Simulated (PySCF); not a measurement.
C₆H₆F₃ (doublet state).
Geometry (GFN2-xTB, Å), atoms numbered from 1 in this order:
```
atom  x, y, z in Å
C1     2.9940    0.3447    0.3971
C2     1.6789   -0.0481   -0.0466
C3     0.5763   -0.3844   -0.3766
C4    -0.7536   -0.7555   -0.8247
F5    -0.8104   -0.7730   -2.2082
C6    -1.8101    0.2444   -0.3189
C7    -1.8721    0.2292    1.1591
F8    -2.4364    1.2695    1.7844
F9    -2.2366   -0.9087    1.7692
H10    3.6422   -0.5279    0.4647
H11    3.4245    1.0552   -0.3072
H12    2.9242    0.8142    1.3775
H13   -0.9991   -1.7767   -0.4988
H14   -2.7778   -0.0278   -0.7693
H15   -1.5486    1.2529   -0.6462
```

The hyperfine couplings belong to this conformer and change with its torsions.

Identity: `CC#C[C@H](F)C[C](F)F` [radical].

Computed, not measured: UKS B3LYP, pcH-1 on C F H, non-relativistic, mean-field spin-orbit, GIAO (PySCF). One conformer (not necessarily the lowest) at the GFN2-xTB geometry, without solvent, vibrations or thermal averaging. A GFN2-xTB geometry isn't a minimum of the functional, and hyperfine couplings can be far from their values at a DFT geometry. No stability test was run, so a lower SCF solution isn't excluded.

Problem. Break the g tensor into its mass correction, gauge correction and orbital-Zeeman/spin–orbit terms.

Solution. 
```csv
Δg (ppm),1,2,3
relativistic mass correction,-244,-244,-244
gauge correction,18,108,107
orbital Zeeman/spin–orbit,-186,2461,2692
total,-413,2324,2554
```

So g = 2.00191, 2.00464, 2.00487 and g_iso = 2.00381; the tensor is close to axial: the two nearest values differ by 8 % of g3 − g1. 

Problem. How much does each term add to the isotropic shift?

Solution. The orbital-Zeeman/spin–orbit term 1655, the mass correction -244 and the gauge correction 77 ppm, for a total of 1489 ppm. The orbital-Zeeman/spin–orbit term is the largest in size. The mass correction is the same along every axis, so the anisotropy comes from the other two: their spans along these axes are 90 (gauge) and 2878 ppm (orbital Zeeman/spin–orbit).

Problem. What are the electron Larmor frequencies g μB B/h along the three axes at 340 mT?

Solution. 9.5265, 9.5395, 9.5406 GHz for g1, g2 and g3, a range of 14.1 MHz.

Problem. In a frozen sample, at which fields do the three g values resonate at 9.5, 34, 94 and 263 GHz (hyperfine left aside), and which band first spreads them over more than twice a line width of 0.3 mT?

Solution. 
| band | GHz | B(g3) mT | B(g2) mT | B(g1) mT | spread mT |
| --- | --- | --- | --- | --- | --- |
| X | 9.5 | 338.55 | 338.59 | 339.05 | 0.50 |
| Q | 34.0 | 1211.66 | 1211.80 | 1213.45 | 1.80 |
| W | 94.0 | 3349.88 | 3350.27 | 3354.85 | 4.96 |
| J | 263.0 | 9372.54 | 9373.61 | 9386.43 | 13.89 |

The spread grows in proportion to the frequency. Q band is the first where it exceeds 0.6 mT.

The largest Mulliken spin populations are on C7 (+0.85) and H14 (+0.07). No atom but C7 exceeds +0.15. The angles at C7 add up to 346.2°, so it is slightly pyramidal.

The HOMO–LUMO gaps are 6.29 eV among the α and 5.82 eV among the β orbitals.

Hardware: one thread, Arm Neoverse V1 (aarch64), no GPU, on a shared host. Cost: 92 s (with the writing of density and orbital grids), 1.1 GiB resident at most.
